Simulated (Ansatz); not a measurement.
Reaction (substitution at a C–Si bond): `C[Si](C)(F)S` + `[SH][Mg][Cl]` → `C[S][Mg][Cl]` + `C[SiH](F)S`

Computed with Ansatz on PBE0-D4/def2-TZVP structures; ΔE is electronic, products minus reactants. CBS: MP2 limit from def2 TZ/QZ plus the TZ coupled-cluster correction, frozen cores. DFT in def2-TZVPP. For Mg outer-core shells are correlated without core-valence functions, which leaves a few kJ/mol of doubt a bond. One conformer a species, not always the lowest.

```csv
level,ΔE (kcal/mol)
r2SCAN-D4,19.8
ωB97X-V,18.8
PBE,17.5
r2SCAN,19.6
BHLYP,18.4
SCS-MP2/def2-TZVPP,18.4
CCSD/def2-TZVPP,19.4
MP2/def2-QZVPP,19.3
```

What does CCSD(T)/CBS give? (Estimate.)

The calculation gave: +19.1 kcal/mol. The listed levels differ from it by 0.7, -0.3, -1.6, 0.5, -0.7, -0.7, 0.3, 0.2 kcal/mol.

Largest T1 diagnostic among the species: 0.011.

From BLYP to BHLYP (50 % exact exchange), in def2-TZVPP and without D4, ΔE moves by +1.8 kcal/mol. Leaving LDA and LC-ωPBE aside and taking each functional with its dispersion term where it has one, the values, not all of them listed here, spread over 2.5 kcal/mol, from BLYP-D4 to B97M-V. LDA lies +1.8 kcal/mol from PBE without D4. In def2-TZVPP, CCSD(T) changes the Hartree–Fock value by +1.3 kcal/mol (the triples alone add −0.1 kcal/mol) and MP2 by +1.4 kcal/mol.
